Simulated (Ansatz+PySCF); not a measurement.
A calculation with PySCF 2.14.0.

```python
from pyscf import gto, dft

mol = gto.M(atom="""
Be 0.000000 0.000000 -0.543420
H 0.000000 0.000000 2.173660
""", basis='6-31g', charge=0, spin=1)
mf = dft.UKS(mol, xc='pbe0')
mf.kernel()
print(mf.converged, mf.e_tot, mf.spin_square()[0])
```

The script is written out from the run's settings.

Results

* Converged: yes
* Total energy: -15.13682 hartree
* Spin squared of the determinant: 0.832

Caution: charge can spread falsely over distant fragments.
